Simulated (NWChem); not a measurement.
All runs are NWChem calculations. System: 2,3,3,3-tetrafluoropropene (C3H2F4), charge 0, spin multiplicity 1, at a geometry optimised with PBE0/def2-SVP. Level: RHF/def2-SVP.

The NWChem input:

```
start mol
memory heap 200 mb stack 900 mb global 1100 mb
geometry units angstroms nocenter noautoz noautosym
  C      1.897767    -0.545966    -0.427383
  C      0.900915     0.129608     0.124739
  F      1.083465     1.131444     0.974545
  C     -0.565714    -0.122051    -0.113241
  F     -1.181855    -0.435830     1.025750
  F     -1.157751     0.966252    -0.603227
  F     -0.745611    -1.119608    -0.974139
  H      1.686131    -1.359813    -1.119158
  H      2.931831    -0.290058    -0.191896
end
basis spherical
  * library def2-svp
end
scf
  rhf
  nopen 0
  maxiter 100
  thresh 1e-7
  semidirect memsize 60000000 filesize 0
end
task scf energy
```

Output (cleaned and shortened):

```
             Northwest Computational Chemistry Package (NWChem) 7.3.0
             --------------------------------------------------------

                                NWChem Input Module
                                -------------------

 Scaling coordinates for geometry "geometry" by  1.889725989
 (inverse scale =  0.529177249)

                             Geometry "geometry" -> ""
                             -------------------------

 Output coordinates in angstroms (scale by  1.889725989 to convert to a.u.)

  No.       Tag          Charge          X              Y              Z
 ---- ---------------- ---------- -------------- -------------- --------------
    1 C                    6.0000     1.89776700    -0.54596600    -0.42738300
    2 C                    6.0000     0.90091500     0.12960800     0.12473900
    3 F                    9.0000     1.08346500     1.13144400     0.97454500
    4 C                    6.0000    -0.56571400    -0.12205100    -0.11324100
    5 F                    9.0000    -1.18185500    -0.43583000     1.02575000
    6 F                    9.0000    -1.15775100     0.96625200    -0.60322700
    7 F                    9.0000    -0.74561100    -1.11960800    -0.97413900
    8 H                    1.0000     1.68613100    -1.35981300    -1.11915800
    9 H                    1.0000     2.93183100    -0.29005800    -0.19189600

 Effective nuclear repulsion energy (a.u.)     334.2611025114

            Nuclear Dipole moment (a.u.)
            ----------------------------
        X                 Y               Z
 ---------------- ---------------- ----------------
     0.0000037795    -0.0000056692    -0.0000056692


 Summary of "ao basis" -> "" (spherical)
 ------------------------------------------------------------------------------
       Tag                 Description            Shells   Functions and Types
 ---------------- ------------------------------  ------  ---------------------
 *                          def2-svp                  on all atoms

 Summary of "ao basis" -> "ao basis" (spherical)
 ------------------------------------------------------------------------------
[...]
    19     -0.256804  2 C  py                 5     -0.250834  1 C  py
     9      0.227798  1 C  pz                 8     -0.192303  1 C  py
    23      0.189497  2 C  pz                34      0.171393  3 F  pz
    22     -0.159673  2 C  py                37     -0.155041  3 F  pz

 Vector   29  Occ=0.000000D+00  E= 1.275198D-01
              MO Center=  1.3D+00, -2.3D-01, -1.7D-01, r^2= 2.4D+00
   Bfn.  Coefficient  Atom+Function         Bfn.  Coefficient  Atom+Function
  ----- ------------  ---------------      ----- ------------  ---------------
     9      0.539420  1 C  pz                23     -0.473666  2 C  pz
     8     -0.456679  1 C  py                22      0.398495  2 C  py
    20     -0.318477  2 C  pz                19      0.269110  2 C  py
     6      0.266565  1 C  pz                 5     -0.225395  1 C  py

 Vector   30  Occ=0.000000D+00  E= 2.032377D-01
              MO Center=  2.8D+00, -6.5D-01, -5.0D-01, r^2= 3.9D+00
   Bfn.  Coefficient  Atom+Function         Bfn.  Coefficient  Atom+Function
  ----- ------------  ---------------      ----- ------------  ---------------
     3      2.402252  1 C  s                105     -1.951612  9 H  s
   100     -1.270333  8 H  s                  7      0.628642  1 C  px
    17     -0.362046  2 C  s                  2      0.176625  1 C  s
     4      0.156777  1 C  px

 Vector   31  Occ=0.000000D+00  E= 2.212218D-01
              MO Center=  1.9D+00, -1.1D+00, -8.6D-01, r^2= 4.2D+00
   Bfn.  Coefficient  Atom+Function         Bfn.  Coefficient  Atom+Function
  ----- ------------  ---------------      ----- ------------  ---------------
   100      2.004052  8 H  s                105     -1.351081  9 H  s
     8      0.840646  1 C  py                 7      0.803657  1 C  px
     9      0.725312  1 C  pz                 3     -0.406877  1 C  s
    17      0.404491  2 C  s                 21     -0.251374  2 C  px
    49     -0.193157  4 C  px                45     -0.192099  4 C  s

 center of mass
 --------------
 x =  -0.10907097 y =   0.03610650 z =   0.02855975

 moments of inertia (a.u.)
 ------------------
         507.544267281857         -51.553516199558         -50.391151178339
         -51.553516199558         784.181005485758         -95.772700730346
         -50.391151178339         -95.772700730346         814.770778549604

  Mulliken analysis of the total density
  --------------------------------------

    Atom       Charge   Shell Charges
 -----------   ------   -------------------------------------------------------
    1 C    6     6.09   1.99  0.86  0.26  2.01  0.94  0.03
    2 C    6     5.88   1.99  0.90  0.24  1.96  0.70  0.10
    3 F    9     9.31   1.99  1.13  0.81  3.34  2.04  0.01
    4 C    6     5.05   1.99  0.91 -0.08  1.78  0.25  0.20
    5 F    9     9.29   1.99  1.13  0.80  3.34  2.02  0.01
    6 F    9     9.29   1.99  1.13  0.80  3.34  2.02  0.01
    7 F    9     9.29   1.99  1.13  0.80  3.34  2.02  0.01
    8 H    1     0.90   0.74  0.14  0.03
    9 H    1     0.90   0.73  0.14  0.03

       Multipole analysis of the density wrt the origin
       ------------------------------------------------

     L   x y z        total         open         nuclear
     -   - - -        -----         ----         -------
     0   0 0 0      0.000000      0.000000     56.000000

     1   1 0 0      0.814442      0.000000      0.000004
     1   0 1 0     -0.426651      0.000000     -0.000006
     1   0 0 1     -0.346541      0.000000     -0.000006

     2   2 0 0    -25.784186      0.000000    285.831117
     2   1 1 0     -1.409558      0.000000     17.386352
     2   1 0 1     -1.126831      0.000000     18.417304
     2   0 2 0    -28.985708      0.000000    131.512911
     2   0 1 1      0.119114      0.000000     48.665861
     2   0 0 2    -29.074008      0.000000    115.660173

 Task  times  cpu:        3.8s     wall:        3.8s

 Total times  cpu:        3.8s     wall:        3.8s
```
